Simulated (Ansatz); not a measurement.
Ideal-gas functions of `[OH][Zn][SH]` at 800 K and 1 bar, from an Ansatz frequency run at PBE0-D4/def2-TZVP.

Molar mass 115.47 g/mol, point group C1 (symmetry number 1), electronic degeneracy 1, moments of inertia 2.461, 194.746, 195.803 u Å². Harmonic wavenumbers (cm⁻¹, unscaled): 128, 134, 162, 391, 661, 690, 757, 2704, 3911.

Use S(trans) = R[1.5 ln M + 2.5 ln T − 1.1517]; rotational temperatures θ = 24.2544 K / I; S(rot) = R[ln(√π/σ · √(T³/θAθBθC)) + 1.5]; for each mode x = 1.438777 ν̃/T, S = R[x/(eˣ − 1) − ln(1 − e⁻ˣ)] and H = RT x/(eˣ − 1); 1 cm⁻¹ = 0.0119627 kJ/mol; R = 8.31446 J/(mol·K).

Problem. By hand: the entropy, in J/(mol·K).

Solution. Translation 188.6. Rotation: θ = 9.8555, 0.1245, 0.1239 K, giving 108.4. Vibration, mode by mode: 20.54, 20.17, 18.60, 11.41, 7.35, 7.03, 6.36, 0.38, 0.06, in all 91.9. Electronic 0.0. Sum 388.9 J/(mol·K).

Problem. By hand: H − E and G − E in kJ/mol, counted from the electronic energy.

Solution. Zero-point energy ½ × 9538 × 0.0119627 = 57.1; thermal vibration 32.3; translation, rotation and pV give 4 RT = 26.6. H − E = 116.0 kJ/mol, and G − E = 116.0 − 800 × 388.9/1000 = -195.1 kJ/mol.

Vibration gives 24 % of the entropy, 40.7 J/(mol·K) of it from the modes under 150 cm⁻¹: soft modes count most, and the harmonic formula is weakest for them. The sum counts one conformer and one mirror image; others add a mixing term.
